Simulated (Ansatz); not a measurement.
Method: frozen-core CCSD(T)/def2-TZVPP // B3LYP-D3(BJ)/def2-TZVP (Ansatz, a first-principles code).

Ansatz 0.2 input:
```yaml
crystal:
  periodic: [false, false, false]
  atoms:
    - { symbol: C, position_ang: [-0.213192, 2.151194, 0.439603] }
    - { symbol: In, position_ang: [0.007265, 0.007951, 0.07648] }
    - { symbol: C, position_ang: [1.982287, -0.927329, 0.072351] }
    - { symbol: C, position_ang: [-1.763848, -1.219005, -0.292264] }
    - { symbol: H, position_ang: [-1.065977, 2.552635, -0.107751] }
    - { symbol: H, position_ang: [-0.387194, 2.31644, 1.505286] }
    - { symbol: H, position_ang: [0.68776, 2.693449, 0.153819] }
    - { symbol: H, position_ang: [2.194819, -1.329088, -0.920223] }
    - { symbol: H, position_ang: [2.002231, -1.75923, 0.778147] }
    - { symbol: H, position_ang: [2.763252, -0.216194, 0.338136] }
    - { symbol: H, position_ang: [-1.976248, -1.227519, -1.363757] }
    - { symbol: H, position_ang: [-1.602779, -2.247656, 0.029576] }
    - { symbol: H, position_ang: [-2.634626, -0.81195, 0.221522] }
basis:
  gaussian: { orbitals: def2-TZVPP }
correlation:
  method: ccsd_t
```

Output:

```
Functional definition: HF
1718 factors; integrals over basis functions are off by at most 1.2e-3 eV
mean field evaluation 1: about -8378.5642 eV, gradient 4.3e1 eV
mean field evaluation 2: about -8378.6128 eV, gradient 4.3e1 eV
mean field evaluation 4: about -8383.1391 eV, gradient 3.1e0 eV
mean field evaluation 8: about -8383.1870 eV, gradient 1.9e-1 eV
mean field evaluation 16: about -8383.1300 eV, gradient 6.9e-1 eV
mean field -8383.18712601 eV, -308.0764445527 hartree, gradient 9.5e-6 eV, S^2 0.000000; 0 other end points of the search recorded, 0 dependent functions left out
7 core orbitals not correlated
reference -8383.18712601 eV, -308.0764445527 hartree; 17, 17 occupied and 245, 245 virtual orbitals, 1718 factors
second order -22.93237086 eV of doubles, -0.00000000 eV of singles
cycle   1  -23.30078839 eV  change   -3.7e-1 eV  update   9.9e-2
cycle   2  -23.83799065 eV  change   -5.4e-1 eV  update   2.7e-2
cycle   3  -23.92975729 eV  change   -9.2e-2 eV  update   1.3e-2
cycle   4  -23.92384411 eV  change    5.9e-3 eV  update   3.1e-3
cycle   5  -23.92342059 eV  change    4.2e-4 eV  update   1.3e-3
cycle   6  -23.92348139 eV  change   -6.1e-5 eV  update   3.3e-4
cycle   7  -23.92331586 eV  change    1.7e-4 eV  update   9.7e-5
cycle   8  -23.92332268 eV  change   -6.8e-6 eV  update   3.2e-5
perturbative correction -0.86220828 eV, -0.0316855699 hartree
Total energy: -8407.97265697 eV, -308.9872960152 hartree
```

Cost: around 27 core-minutes (rough).
